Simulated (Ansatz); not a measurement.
System: MoH (charge 0, sextet). SMILES: [MoH]
Coordinates optimised at B3LYP-D3(BJ)/def2-TZVP (Ansatz, an electronic-structure program):
```xyz
2

Mo     0.0000     0.0000    -0.0400
H      0.0000     0.0000     1.6801
```
Charge 0, spin multiplicity 6.

Wanted: vertical ionisation energy to the quintet, in eV. Terms: STO-3G and 3-21G all-electron and non-relativistic; LANL2DZ with its own core potentials from Na on; valence correlation only (noble-gas shells and the d and f shells of earlier blocks); no spin-orbit coupling; UHF or UKS for open shells; each state is the SCF solution reached for its charge and spin; 6-31G* and kin with 6d, 5d where marked; def2 sets with scalar-relativistic core potentials past Kr. Ab initio and DFT rows: single points at B3LYP-D3(BJ) geometries (Ansatz). A UHF reference is markedly spin-contaminated in at least one set, which strains HF and MP2. The spin state of an ion or metal species was assumed, not searched.

```json
[
 {"level": "HF/6-31G* with LANL2DZ past Ar", "program": "Ansatz", "vertical ionisation energy to the quintet (eV)": "6.97"},
 {"level": "PBE/6-31G* with LANL2DZ past Ar", "program": "Ansatz", "vertical ionisation energy to the quintet (eV)": "7.90"},
 {"level": "B3LYP/STO-3G", "program": "Ansatz", "vertical ionisation energy to the quintet (eV)": "4.32"},
 {"level": "B3LYP/3-21G", "program": "Ansatz", "vertical ionisation energy to the quintet (eV)": "7.16"},
 {"level": "B3LYP/6-31G* with LANL2DZ past Ar", "program": "Ansatz", "vertical ionisation energy to the quintet (eV)": "7.78"},
 {"level": "MP2/6-31G* with LANL2DZ past Ar", "program": "Ansatz", "vertical ionisation energy to the quintet (eV)": "7.14"},
 {"level": "PBE0/def2-TZVPD", "program": "Ansatz", "vertical ionisation energy to the quintet (eV)": "7.75"},
 {"level": "wB97M-V/def2-TZVPD", "program": "Ansatz", "vertical ionisation energy to the quintet (eV)": "7.52"},
 {"level": "wB97X-V/def2-TZVPD", "program": "Ansatz", "vertical ionisation energy to the quintet (eV)": "7.35"}
]
```

No value to compare with is used here. The 6 habitual levels span 4.32 (B3LYP/STO-3G) to 7.90 eV (PBE/6-31G* with LANL2DZ past Ar); wB97M-V/def2-TZVPD gives 7.52.

The levels are drawn from those run, B3LYP/6-31G* more often than the rest, none by its result; left out are runs that failed, that the program found above a lower state of the same kind, or whose <S^2> lies over 0.5 above the pure value.
